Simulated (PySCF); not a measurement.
PySCF input for GeH, SMILES [GeH] (connectivity only; charge and spin as stated), charge +1, multiplicity 1, TDDFT-B3LYP/def2-TZVPD. Geometry: PBE-D3(BJ)/def2-TZVPD. The multiplicity is an assumed one; other spin states were not compared.

```python
import numpy as np
from pyscf import gto, scf, dft, tdscf

mol = gto.M(
    atom='''
    Ge    0.00000000    0.00000000   -0.04863682
    H     0.00000000    0.00000000    1.55637821
    ''',
    basis='def2-TZVPD',
    charge=1,
    spin=0,
    symmetry=True,
    symmetry_subgroup='C2v',
    max_memory=1600,
    verbose=4,
)
mf = dft.RKS(mol, xc='b3lyp').density_fit(auxbasis='def2-universal-jkfit')
mf.grids.level = 3
mf.conv_tol = 1e-9
mf.max_cycle = 100
mf.kernel()
mf.grids = dft.Grids(mol).set(level=1).build(with_non0tab=True)  # coarser grid for the response kernel
td = tdscf.TDDFT(mf)
td.singlet = True
td.nstates = 10
td.conv_tol = 1e-4
td.kernel(x0=td.get_init_guess(mf, 15))
td.analyze()
tt = tdscf.TDA(mf)
tt.singlet = False
tt.nstates = 4
tt.conv_tol = 1e-4
tt.kernel(x0=tt.get_init_guess(mf, 9))
tt.analyze(verbose=3)
```

Program output:

```
PySCF version 2.14.0

[INPUT] verbose = 4
[INPUT] num. atoms = 2
[INPUT] num. electrons = 32
[INPUT] charge = 1
[INPUT] spin (= nelec alpha-beta = 2S) = 0
[INPUT] symmetry True subgroup C2v
[INPUT] Mole.unit = angstrom
[INPUT] Symbol           X                Y                Z      unit          X                Y                Z       unit  Magmom
[INPUT]  1 Ge     0.000000000000   0.000000000000  -0.048636820000 AA    0.000000000000   0.000000000000  -0.091910269370 Bohr   0.0
[INPUT]  2 H      0.000000000000   0.000000000000   1.556378210000 AA    0.000000000000   0.000000000000   2.941128563141 Bohr   0.0

nuclear repulsion = 10.5504748758895
point group symmetry = Coov, use subgroup C2v
symmetry origin: [ 0.00000000e+00  0.00000000e+00 -1.71793283e-09]
symmetry axis x: [1. 0. 0.]
symmetry axis y: [0. 1. 0.]
symmetry axis z: [0. 0. 1.]
num. orbitals of irrep A1 = 29
num. orbitals of irrep A2 = 6
num. orbitals of irrep B1 = 14
num. orbitals of irrep B2 = 14
number of shells = 23
number of NR pGTOs = 117
number of NR cGTOs = 63
basis = def2-TZVPD
ecp = {}


[settings echo left out]
init E= -2076.84465211629
HOMO (A1) = -0.260256587582723  LUMO (B2) = -0.12089135297372  gap/eV = 3.79232
cycle= 1 E= -2077.2330860703  delta_E= -0.388  |g|= 0.728  |ddm|= 1.17
HOMO (A1) = -0.57917517318652  LUMO (B1) = -0.442577765540447  gap/eV = 3.71700
cycle= 2 E= -2077.23681179442  delta_E= -0.00373  |g|= 0.865  |ddm|=    1
HOMO (A1) = -0.557064397397768  LUMO (B2) = -0.402243808457113  gap/eV = 4.21288
cycle= 3 E= -2077.29180838334  delta_E= -0.055  |g|= 0.0289  |ddm|= 0.48
HOMO (A1) = -0.547966354863667  LUMO (B2) = -0.388454330028249  gap/eV = 4.34054
cycle= 4 E= -2077.29208722146  delta_E= -0.000279  |g|= 0.00583  |ddm|= 0.0897
HOMO (A1) = -0.547071481279549  LUMO (B1) = -0.388469222188241  gap/eV = 4.31579
cycle= 5 E= -2077.29209638271  delta_E= -9.16e-06  |g|= 0.00162  |ddm|= 0.00887
HOMO (A1) = -0.547277622237851  LUMO (B1) = -0.388440154964691  gap/eV = 4.32219
cycle= 6 E= -2077.29209751632  delta_E= -1.13e-06  |g|= 6.72e-05  |ddm|= 0.0024
HOMO (A1) = -0.547299238604464  LUMO (B2) = -0.388453332235029  gap/eV = 4.32242
cycle= 7 E= -2077.29209751782  delta_E= -1.5e-09  |g|= 1.11e-05  |ddm|= 0.000149
HOMO (A1) = -0.547296118150432  LUMO (B1) = -0.38845233299473  gap/eV = 4.32236
cycle= 8 E= -2077.29209751784  delta_E= -1.82e-11  |g|= 2.48e-07  |ddm|= 1.93e-05
HOMO (A1) = -0.54729628369906  LUMO (B2) = -0.388452433424362  gap/eV = 4.32236
Extra cycle  E= -2077.29209751784  delta_E= -4.09e-12  |g|= 1.27e-07  |ddm|= 9.69e-07
converged SCF energy = -2077.29209751784
tot grids = 9888


******** <class 'pyscf.tdscf.rks.TDDFT'> for <class 'pyscf.df.df_jk.DFSymAdaptedRKS'> ********
nstates = 10 singlet
deg_eia_thresh = 1.000e-03
wfnsym = None
conv_tol = 0.0001
eigh lindep = 1e-12
eigh level_shift = 0
eigh max_cycle = 100


Excitation energies (eV)
[ 3.15952392  3.15952392  9.39176612 10.33509996 10.33509996 10.543461
 11.09341163 11.0937918  11.74540483 11.74540483]

** Singlet excitation energies and oscillator strengths **
Excited State   1:   B1      3.15952 eV    392.41 nm  f=0.0089
      16 -> 17        0.70740
Excited State   2:   B2      3.15952 eV    392.41 nm  f=0.0089
      16 -> 18       -0.70740
Excited State   3:   A1      9.39177 eV    132.01 nm  f=0.6120
      16 -> 19       -0.55219
      16 -> 20        0.43947
Excited State   4:   B2     10.33510 eV    119.96 nm  f=0.0152
      15 -> 18        0.53170
      16 -> 22       -0.46228
Excited State   5:   B1     10.33510 eV    119.96 nm  f=0.0152
      15 -> 17       -0.53170
      16 -> 21        0.46228
Excited State   6:   A1     10.54346 eV    117.59 nm  f=0.4518
      16 -> 19       -0.42542
      16 -> 20       -0.54757
      16 -> 26       -0.13173
Excited State   7:   A1     11.09341 eV    111.76 nm  f=0.0000
      16 -> 23       -0.70630
Excited State   8:   A2     11.09379 eV    111.76 nm  f=0.0000
      16 -> 24        0.70630
Excited State   9:   B2     11.74540 eV    105.56 nm  f=0.8054
      15 -> 18       -0.45047
      16 -> 22       -0.53221
Excited State  10:   B1     11.74540 eV    105.56 nm  f=0.8054
      15 -> 17        0.45047
      16 -> 21        0.53221

** Transition electric dipole moments (AU) **
state          X           Y           Z        Dip. S.      Osc.
  1        -0.3396     -0.0000     -0.0000      0.1153      0.0089
  2         0.0000      0.3396     -0.0000      0.1153      0.0089
  3        -0.0000      0.0000      1.6308      2.6596      0.6120
  4         0.0000      0.2451     -0.0000      0.0601      0.0152
  5        -0.2451      0.0000     -0.0000      0.0601      0.0152
  6        -0.0000      0.0000      1.3225      1.7490      0.4518
  7        -0.0000     -0.0000     -0.0000      0.0000      0.0000
  8        -0.0000      0.0000     -0.0000      0.0000      0.0000
  9        -0.0000     -1.6730      0.0000      2.7989      0.8054
 10         1.6730     -0.0000      0.0000      2.7989      0.8054

** Transition velocity dipole moments (imaginary part, AU) **
state          X           Y           Z        Dip. S.      Osc.
  1        -0.0392      0.0000      0.0000      0.0015      0.0088
  2         0.0000      0.0392      0.0000      0.0015      0.0088
  3         0.0000     -0.0000      0.5565      0.3097      0.5981
  4        -0.0000      0.0961      0.0000      0.0092      0.0162
  5        -0.0961     -0.0000      0.0000      0.0092      0.0162
  6         0.0000     -0.0000      0.5204      0.2708      0.4660
  7        -0.0000      0.0000     -0.0000      0.0000      0.0000
  8        -0.0000     -0.0000      0.0000      0.0000      0.0000
  9        -0.0000     -0.7091     -0.0000      0.5028      0.7766
 10         0.7091      0.0000     -0.0000      0.5028      0.7766

** Transition magnetic dipole moments (imaginary part, AU) **
state          X           Y           Z
  1        -0.0000     -1.3835     -0.0000
  2        -1.3835     -0.0000      0.0000
  3         0.0000      0.0000      0.0000
  4        -0.2880     -0.0000     -0.0000
  5         0.0000     -0.2880     -0.0000
  6         0.0000      0.0000     -0.0000
  7        -0.0000     -0.0000      0.0000
  8         0.0000     -0.0000     -0.0000
  9        -0.4821      0.0000     -0.0000
 10        -0.0000     -0.4821      0.0000


******** <class 'pyscf.tdscf.rks.TDA'> for <class 'pyscf.df.df_jk.DFSymAdaptedRKS'> ********
nstates = 4 triplet
deg_eia_thresh = 1.000e-03
wfnsym = None
conv_tol = 0.0001
eigh lindep = 1e-12
eigh level_shift = 0
eigh max_cycle = 100


Excitation energies (eV)
[2.18744166 2.18744166 6.93578412 8.15022849]

** Triplet excitation energies and oscillator strengths **
Excited State   1:   B2      2.18744 eV    566.80 nm  f=0.0000
Excited State   2:   B1      2.18744 eV    566.80 nm  f=0.0000
Excited State   3:   A1      6.93578 eV    178.76 nm  f=0.0000
Excited State   4:   B2      8.15023 eV    152.12 nm  f=0.0000
```

Self-consistency was reached.

Cost: roughly 17 core-seconds.
